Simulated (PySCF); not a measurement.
## From computed data to an observable: entropy of an ideal gas

NbSF2Cl, SMILES [F][Nb]([F])(=[S])[Cl], multiplicity 1.

Geometry: PBE-D3(BJ)/def2-SVP. The spin state was assumed, not searched. The def2 effective core potentials stand for the cores of Nb; spin–orbit coupling is left out.

PySCF with PBE-D3(BJ)/def2-SVP gives the harmonic wavenumbers 128, 138, 161, 190, 193, 418, 565, 693, 716 cm⁻¹ and the rotational temperatures 0.1049, 0.0775, 0.0668 K. The molar mass is 198.41 g/mol, the symmetry number 1, the spin multiplicity 1.

Work out the entropy at 298.15 K and 1 atm in the rigid-rotor, harmonic-oscillator model.


Translation (Sackur–Tetrode at 1 atm): S = R[1.5 ln M + 2.5 ln T − 1.16487] = 174.7 J/(mol K).
Rotation: q = (√π/σ) T^1.5/√(θA θB θC) = 392000, S = R[ln q + 3/2] = 119.5 J/(mol K).
Vibration: with u = 1.4388 ν/T, each mode gives R[u/(e^u − 1) − ln(1 − e^−u)]:
| ν (cm⁻¹) | modes | u | S (J/(mol K)) |
|---|---|---|---|
| 128 | 1 | 0.62 | 12.45 |
| 138 | 1 | 0.67 | 11.85 |
| 161 | 1 | 0.78 | 10.62 |
| 190 | 1 | 0.92 | 9.32 |
| 193 | 1 | 0.93 | 9.20 |
| 418 | 1 | 2.02 | 3.76 |
| 565 | 1 | 2.73 | 2.15 |
| 693 | 1 | 3.34 | 1.32 |
| 716 | 1 | 3.46 | 1.20 |
These are all the modes. Sum 61.9 J/(mol K).
Spin: R ln 1 = 0.0 J/(mol K).
Total 356.1 J/(mol K); the program's own thermochemistry gives 356.1. Translation makes up 49 % and vibration 17 %. Anharmonicity, hindered rotation and orbital degeneracy are left out.
